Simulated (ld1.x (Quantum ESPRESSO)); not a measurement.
Before and after: TM potential for titanium

```
Element                 : Ti
Generator               : ld1.x (Quantum ESPRESSO) 7.5
Type                    : norm-conserving Troullier–Martins (Kleinman–Bylander form)
Functional              : PBEsol
Relativity              : scalar-relativistic
Frozen core             : [Ar]
Valence charge          : 4
Reference configuration : 3d2 4s2 4p0
Partial waves           : 4s (bound): rc 2.25 bohr; 4p (bound, empty): rc 2.70 bohr; 3d (bound): rc 1.90 bohr
Local potential         : the d channel
Core correction         : Bessel-smoothed model core inside 2.00 bohr
```

All-electron outer shells of the reference configuration (PBEsol, scalar-relativistic, ld1.x):

```
shell  level (eV)  outermost node (bohr)  outermost maximum (bohr)
   3s      -62.45                   0.40                      0.87
   3p      -38.77                   0.37                      0.90
   4s       -4.48                   1.24                      2.92
   3d       -4.27                      –                      0.98
   4p       -1.45                   1.39                      3.80
```

Change: wave 4s (bound): rc 2.25 bohr becomes 4s (bound): rc 1.74 bohr.

Cutoffs: the cutoffs (Ry, on a coarse ladder) from which the occupation-weighted sum of valence levels, in a spherical-Bessel basis at the reference potential, stays within 10 and 1 mRy of its value at 400 Ry; they do not see the model core or the augmentation charge, which bear on the density cutoff. Errors are all-electron minus pseudo energies relative to the spin-unpolarised reference configuration.

How do hardness, ghosts and transferability respond?

The potential gets harder (55 Ry and 70 Ry → 60 Ry and 100 Ry); both files keep a bound ghost (p, s); of the 7 tests that both files solve, the error grows in 4 and shrinks in 2 by more than 15 % and 0.3 meV (median size 6.6 → 9.7 meV); the range in which the s phases agree widens (upper end 1.3 → 2.5). A smaller radius makes the pseudo-wave follow the all-electron one further in, where it bends more sharply, so more plane waves are needed.

```csv
quantity,base,changed
"cutoff, loose",55 Ry,60 Ry
"cutoff, tight",70 Ry,100 Ry
loose cutoff by channel (10 mRy a level),"s 8 Ry, d 50 Ry","s 30 Ry, d 50 Ry"
bound ghosts,"s, p","s, p"
"error for 3d2 4s1 4p0, meV [ΔE 7.36 eV]",-3.1,-1.9
"error for 3d2 4s0 4p0, meV [ΔE 20.83 eV]",-35,-23
"error for 3d1 4s0 4p0, meV [ΔE 47.73 eV]",-439,-638
"error for 3d2 4s1.5 4p0, meV [ΔE 2.94 eV]",-0.6,-0.4
"error for 3d2 4s0 4p2, meV [ΔE 6.31 eV]",-6.6,-15
"error for 3d2 4s1 4p1, meV [ΔE 3.09 eV]",-1.3,-3.2
"error for 3d2 4s0 4p1, meV [ΔE 11.14 eV]",-8.4,-9.7
s: phases at 2.94 bohr within 0.05 rad from the reference energy up to (Ry; the scan ends near 5),1.3,2.5
p: phases at 2.94 bohr within 0.05 rad from the reference energy up to (Ry; the scan ends near 5),2.5,2.5
d: phases at 2.94 bohr within 0.05 rad from the reference energy up to (Ry; the scan ends near 5),0.9,0.9
```

 A true bound ghost makes a file unfit for plane-wave use even where its test errors are small: the radial tests pick states by their node count and pass the ghost by.
